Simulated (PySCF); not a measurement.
Compound: C₆H₉O₂ (doublet state).
Cartesian coordinates in Å at the GFN2-xTB level; atoms count from 1:
```
atom  x, y, z in Å
C1    -1.5680   -1.1234    0.0312
C2    -0.8506    0.1689    0.4616
C3    -1.3202    1.3507   -0.3877
C4     0.6094   -0.0060    0.3144
O5     1.4557   -0.4686    1.2780
C6     2.5898   -0.3966    0.3827
C7     1.6109    0.1248   -0.6917
O8     1.7077    0.4725   -1.8516
H9    -1.3709   -1.3269   -1.0182
H10   -2.6397   -1.0102    0.1718
H11   -1.2248   -1.9673    0.6244
H12   -1.0666    0.3468    1.5212
H13   -0.8634    2.2760   -0.0460
H14   -2.4005    1.4508   -0.3233
H15   -1.0409    1.1946   -1.4262
H16    3.0249   -1.3788    0.2070
H17    3.3404    0.3049    0.7425
```

The hyperfine couplings belong to this conformer and change with its torsions.

As a line formula: `CC(C)[C]1OCC1=O` [radical].

Level of theory: UKS B3LYP, pcH-1 on C H O, non-relativistic, mean-field spin-orbit, GIAO (PySCF 2.14.0). Geometry: GFN2-xTB, one conformer, isolated molecule. Couplings are sensitive to structure, and on GFN2-xTB geometries they can be far from those on DFT ones. The SCF solution wasn't tested for stability.

(1) Match the computed a_iso(13C) values +48.2, +25.9, -25.7, -16.4, -6.5 MHz (means over equivalent nuclei) with the sites C1/C3; C2; C4; C6; C7.

(2) Match the computed a_iso(17O) values -22.8, -20.6 MHz with the sites O5; O8.

(3) The isotropic 1H couplings, averaged over equivalent nuclei, are +15.2, -11.2, +1.9 MHz. Assign them to H9 (×6); H12; H16/H17.

Results:

(1) 
```json
{"site": "C1/C3", "a_iso (MHz)": "+25.9", "ρ(0) (bohr⁻³)": "+0.0230", "position": "2 bonds from C4", "distance from C4 (Å)": "2.46", "spin population": "+0.02", "largest |T| (MHz)": "4.6"}
{"site": "C2", "a_iso (MHz)": "-16.4", "ρ(0) (bohr⁻³)": "-0.0146", "position": "1 bond from C4", "distance from C4 (Å)": "1.48", "spin population": "-0.04", "largest |T| (MHz)": "1.4"}
{"site": "C4", "a_iso (MHz)": "+48.2", "ρ(0) (bohr⁻³)": "+0.0429", "position": "largest spin population", "distance from C4 (Å)": "0.00", "spin population": "+0.56", "largest |T| (MHz)": "98.2"}
{"site": "C6", "a_iso (MHz)": "-6.5", "ρ(0) (bohr⁻³)": "-0.0058", "position": "2 bonds from C4", "distance from C4 (Å)": "2.02", "spin population": "-0.01", "largest |T| (MHz)": "2.4"}
{"site": "C7", "a_iso (MHz)": "-25.7", "ρ(0) (bohr⁻³)": "-0.0229", "position": "1 bond from C4", "distance from C4 (Å)": "1.43", "spin population": "+0.01", "largest |T| (MHz)": "7.5"}
```

(2) 
```
site  a_iso (MHz)  ρ(0) (bohr⁻³)         position  distance from C4 (Å)  spin population  largest |T| (MHz)
  O5        -22.8        +0.0376   1 bond from C4                  1.36            +0.17               75.3
  O8        -20.6        +0.0340  2 bonds from C4                  2.48            +0.28               90.2
```

(3) 
```
   site  a_iso (MHz)  ρ(0) (bohr⁻³)         position  distance from C4 (Å)  bound to  spin population there  largest |T| (MHz)
H9 (×6)         +1.9        +0.0004  3 bonds from C4                  2.94     C1/C3                  +0.02                4.3
    H12        +15.2        +0.0034  2 bonds from C4                  2.10        C2                  -0.04                6.5
H16/H17        -11.2        -0.0025  3 bonds from C4                  2.78        C6                  -0.01                5.8
```

ρ(0) is the spin density at the nucleus and T the dipolar tensor; entries for several nuclei are means. The largest Mulliken spin populations are on C4 (+0.56), O8 (+0.28) and O5 (+0.17). Three atoms exceed +0.15. The angles at C4 add up to 359.9°, so it is planar.

The spin density at the nucleus, in bohr⁻³, is negative for C7 (-0.0229), C2 (-0.0146) and C6 (-0.0058), for instance. A restricted open-shell determinant has no negative spin density anywhere; here it arises because α and β orbitals differ (spin polarisation).

Means are taken over nuclei equivalent by connectivity, which assumes that they swap fast. The six 1H nuclei of mean +1.9 MHz run from -2.0 to 12.9 MHz in the frozen geometry. The 13C value of +25.9 MHz is a mean of couplings from 11.4 to 40.4 MHz in this one geometry, not an average over conformers.

The SMILES `CC(C)[C]1OCC1=O` draws the unpaired electron on C4, whose computed spin population is only +0.56.

Time: 69 s (with the writing of density and orbital grids); peak memory 0.96 GiB. Hardware: one thread of an Arm Neoverse V2, on a shared host.
